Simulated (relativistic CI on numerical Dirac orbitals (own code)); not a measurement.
# Slater and spin-orbit integrals, Dy26+

These numbers are calculated, not measured: Dirac-Coulomb-Breit CI, KLI orbitals optimised for each configuration, model QED (radiative potential, 1s self-energy scaled to tabulated hydrogen-like ionisation energies), unscaled Slater integrals (own radial code, finite nucleus).

Slater integrals F^k, G^k are unscaled and averaged over j, outside the closed core [Ar] 3d10; ζ comes from projecting the Hamiltonian with its Breit term on Σ l·s of the shell.

- 4s2 4p6 4d4: F^2(4d,4d) = 194820, F^4(4d,4d) = 132480, ζ(4d) = 29934 cm⁻¹; <r>(4d) = 0.5177, <r^2>(4d) = 0.3062 (bohr units).
- 4s2 4p5 4d5: ζ(4p) = 247280, F^2(4d,4d) = 194790, F^4(4d,4d) = 132450, F^2(4p,4d) = 197480, G^1(4p,4d) = 247030, G^3(4p,4d) = 157650, ζ(4d) = 29811 cm⁻¹; <r>(4p) = 0.5082, <r^2>(4p) = 0.292, <r>(4d) = 0.5178, <r^2>(4d) = 0.3063 (bohr units).
- 4s2 4p6 4d3 4f: F^2(4d,4d) = 194720, F^4(4d,4d) = 132400, ζ(4d) = 29920, F^2(4d,4f) = 194320, F^4(4d,4f) = 127080, G^1(4d,4f) = 207690, G^3(4d,4f) = 141190, G^5(4d,4f) = 103170, ζ(4f) = 4279 cm⁻¹; <r>(4d) = 0.5181, <r^2>(4d) = 0.3066, <r>(4f) = 0.501, <r^2>(4f) = 0.2859 (bohr units).

Give the Racah parameters of the d shell in 4s2 4p6 4d4.

B = F²/49 − 5F⁴/441 = 2474 cm⁻¹ and C = 35F⁴/441 = 10514 cm⁻¹.

Averages of the first 10 configurations, taken without configuration mixing, which lowers the lowest level and can move excited configurations by several eV; other configurations of the list can lie among them:

```json
{"Configuration": "4s2 4p6 4d4", "Parity": "even", "States": "210", "Average energy above the lowest level (eV)": "25.9"}
{"Configuration": "4s2 4p5 4d5", "Parity": "odd", "States": "1512", "Average energy above the lowest level (eV)": "182.3"}
{"Configuration": "4s2 4p6 4d3 4f", "Parity": "odd", "States": "1680", "Average energy above the lowest level (eV)": "188.9"}
{"Configuration": "4s 4p6 4d5", "Parity": "even", "States": "504", "Average energy above the lowest level (eV)": "301.0"}
{"Configuration": "4s 4p6 4d4 4f", "Parity": "odd", "States": "5880", "Average energy above the lowest level (eV)": "462.3"}
{"Configuration": "4s2 4p6 4d3 5s", "Parity": "even", "States": "240", "Average energy above the lowest level (eV)": "311.5"}
{"Configuration": "4s2 4p6 4d3 5d", "Parity": "even", "States": "1200", "Average energy above the lowest level (eV)": "424.7"}
{"Configuration": "4s2 4p6 4d3 6s", "Parity": "even", "States": "240", "Average energy above the lowest level (eV)": "543.9"}
{"Configuration": "4p6 4d6", "Parity": "even", "States": "210", "Average energy above the lowest level (eV)": "579.9"}
{"Configuration": "4p5 4d7", "Parity": "odd", "States": "720", "Average energy above the lowest level (eV)": "733.6"}
```
